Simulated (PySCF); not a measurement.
How methods differ on the electron affinity of Au

Au- [Xe] 4f14 5d10 6s2 (1S) → Au [Xe] 4f14 5d10 6s1 (2S), as a difference of total energies. Computed with PySCF 2.14 in aug-cc-pwCVDZ-PP with ECP60MDF, with a scalar-relativistic core potential. Correlated levels: valence: 5s2 5p6 frozen; valence and next inner shell: nothing frozen outside the core potential. The calculations carry no spin-orbit coupling.

```
                                method  electron affinity (eV)  error (eV)
                                   UHF                   0.624      -1.685
                                   LDA                   2.617      +0.308
                                   PBE                   2.294      -0.015
                                  PBE0                   2.002      -0.307
                                r2SCAN                   2.200      -0.109
                             CAM-B3LYP                   2.032      -0.277
                                M06-2X                   1.724      -0.585
                               wB97M-V                   1.811      -0.498
                                B2PLYP                   2.122      -0.187
                         MP2 (valence)                   2.093      -0.216
                     SCS-MP2 (valence)                   2.053      -0.256
    MP2 (valence and next inner shell)                   2.208      -0.101
SCS-MP2 (valence and next inner shell)                   2.135      -0.174
```

Reference: 2.309 eV (measured; photodetachment measurements, as compiled on the Wikipedia data page of electron affinities).

Errors of the correlated levels include the incompleteness of this basis and the frozen core.

In the anion the highest occupied orbital energy is positive at LDA, PBE, r2SCAN, a self-interaction effect; the basis confines that electron, and the energy difference can still be sensible.
